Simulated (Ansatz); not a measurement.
Reactions of `[F][Zr]([F])([F])[SeH]`.

Computed with Ansatz on PBE0-D4/def2-TZVP structures; ΔE is electronic, products minus reactants. CCSD(T)/CBS adds triple-zeta CCSD(T) − MP2 to the extrapolated MP2 energy (def2 sets, frozen cores). This one scheme is used for every species. Functionals use def2-TZVPP. Elements past krypton have def2 core potentials. For Ga, Se, Zr outer-core shells are correlated without core-valence functions, which leaves a few kJ/mol of doubt a bond. Scalar relativity is left out up to krypton. One conformer a species, not always the lowest.

| reaction | B2PLYP (kcal/mol) | r2SCAN-D4 (kcal/mol) |
| --- | --- | --- |
| `[F][Zr]([F])([F])[SeH]` + `CNC` → `C[N](C)[Zr]([F])([F])[F]` + H₂Se | 5.8 | 6.2 |
| `[F][Zr]([F])([F])[SeH]` + H₂S → `[F][Zr]([F])([F])[SH]` + H₂Se | 1.7 | 1.3 |
| `[F][Zr]([F])([F])[SeH]` + `N=C=O` → `O=C=[N][Zr]([F])([F])[F]` + H₂Se | -9.1 | -7.7 |
| `[F][Zr]([F])([F])[SeH]` + `CCOBCl` → `[F][Zr]([F])([Cl])[SeH]` + `CCOBF` | -9.5 | -9.0 |
| `[F][Zr]([F])([F])[SeH]` + `[CH3][Ga]([CH3])[F]` → `[CH3][Ga]([F])[SeH]` + `[CH3][Zr]([F])([F])[F]` | 5.8 | 5.3 |

Q: Give the CCSD(T)/CBS values in the same order. (An estimate is asked.)

A: Computed: 5.4, 2.1, -8.3, -9.7, 5.5 kcal/mol.

Largest T1 diagnostic: 0.018, for `O=C=[N][Zr]([F])([F])[F]`.
